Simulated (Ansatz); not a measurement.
One change: `N[Si]Br` becomes `N[Si]F`.

Ansatz, PBE0-D4/def2-TZVP geometries, multiplicity 1. Each molecule was computed in one conformer, which needn't be the lowest.

Scalar relativity is left out up to krypton.

```json
{"property": "HOMO–LUMO gap (PBE0/def2-TZVPP) / eV", "`N[Si]Br`": "5.39"}
{"property": "size of the dipole moment (B3LYP/def2-TZVPP) / D", "`N[Si]Br`": "2.86"}
{"property": "HOMO–LUMO gap (B3LYP/def2-TZVPP) / eV", "`N[Si]Br`": "5.04"}
{"property": "HOMO–LUMO gap (ωB97M-V/def2-TZVPP) / eV", "`N[Si]Br`": "9.44"}
{"property": "LUMO energy (ωB97M-V/def2-TZVPP) / eV", "`N[Si]Br`": "0.30"}
{"property": "HOMO energy (B3LYP/def2-TZVPP) / eV", "`N[Si]Br`": "-6.89"}
```

Task: What does the change do to each property? (An estimate is asked.)

Result: The calculation gave: 
```json
{"property": "HOMO–LUMO gap (PBE0/def2-TZVPP) / eV", "`N[Si]F`": "6.05", "shift": "0.66"}
{"property": "size of the dipole moment (B3LYP/def2-TZVPP) / D", "`N[Si]F`": "2.38", "shift": "-0.48"}
{"property": "HOMO–LUMO gap (B3LYP/def2-TZVPP) / eV", "`N[Si]F`": "5.68", "shift": "0.64"}
{"property": "HOMO–LUMO gap (ωB97M-V/def2-TZVPP) / eV", "`N[Si]F`": "10.21", "shift": "0.77"}
{"property": "LUMO energy (ωB97M-V/def2-TZVPP) / eV", "`N[Si]F`": "0.90", "shift": "0.60"}
{"property": "HOMO energy (B3LYP/def2-TZVPP) / eV", "`N[Si]F`": "-6.98", "shift": "-0.09"}
```

With PBE0 the HOMO falls by 0.07 eV and the LUMO rises by 0.57 eV, so the gap widens by about 0.64 eV. PBE moves the HOMO by 0.00 eV and ωB97M-V by -0.18 eV. Dipoles are sizes alone; their direction can turn.

B3LYP here is the variant with VWN-RPA as its local correlation; programs differ in this.

Spin–orbit coupling is left out; it splits and shifts lone-pair levels of the heavy atoms by tenths of an eV.
